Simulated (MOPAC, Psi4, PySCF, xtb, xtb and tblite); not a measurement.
Two geometries of SMILES c1csc(Cc2ccc[se]2)c1 (C₉H₈SSe), relaxed at GFN2-xTB with one dihedral held; other torsions can differ between them too.

Structure A

```
19

C     -2.8870     0.3080     1.2963
C     -3.2236     0.8275     0.0906
S     -2.1601     0.3028    -1.1551
C     -1.2438    -0.6426    -0.0281
C     -0.0262    -1.3900    -0.4644
C      1.1941    -0.5316    -0.2863
C      1.4291     0.6766    -0.8635
C      2.6613     1.2804    -0.5145
C      3.4237     0.5613     0.3453
Se     2.6153    -1.0377     0.8266
C     -1.7507    -0.5304     1.2285
H     -3.4258     0.5108     2.2045
H     -4.0317     1.4876    -0.1538
H      0.0763    -2.3017     0.1303
H     -0.1257    -1.6714    -1.5167
H      0.7282     1.1402    -1.5380
H      2.9658     2.2368    -0.9053
H      4.3886     0.8308     0.7349
H     -1.3290    -1.0344     2.0802
```

Structure B

```
19

C      3.0177     0.1937     1.2590
C      3.0948     0.9738     0.1535
S      1.8537     0.6116    -0.9810
C      1.2173    -0.6246     0.0556
C     -0.0068    -1.3809    -0.3389
C     -1.2201    -0.4987    -0.2636
C     -1.5412     0.3562     0.7435
C     -2.7505     1.0706     0.5634
C     -3.4072     0.7942    -0.5896
Se    -2.5130    -0.4628    -1.6205
C      1.9389    -0.7193     1.2038
H      3.7003     0.2613     2.0871
H      3.8039     1.7445    -0.0738
H     -0.1258    -2.2346     0.3365
H      0.0975    -1.7662    -1.3577
H     -0.9175     0.4838     1.6129
H     -3.1155     1.7784     1.2887
H     -4.3379     1.2178    -0.9210
H      1.7135    -1.4218     1.9868
```

### Question
Which is lower in energy at the level B3LYP-D3(BJ)/def2-SVP // GFN2-xTB (Psi4 1.11), and by how much?

### Answer
B is lower, by 0.70 kcal/mol (dihedral C4–C5–C6–Se10: 120° in A, 135° in B).

E(B) − E(A) in kcal/mol at the other levels, on the same two geometries: GFN2-xTB (xtb and tblite) 0.18; B3LYP/def2-SVP // GFN2-xTB (Psi4) -0.62; PBE/def2-SVP // GFN2-xTB (Psi4) -0.58; PBE-D3(BJ)/def2-SVP // GFN2-xTB (Psi4) -0.63; PM7, restricted, heats of formation // GFN2-xTB (MOPAC) -0.65; AM1, restricted, heats of formation // GFN2-xTB (MOPAC) -0.04; GFN1-xTB // GFN2-xTB (xtb) 0.05; restricted B3LYP/6-31G*, spherical d, density fitting // GFN2-xTB (PySCF) -0.91.
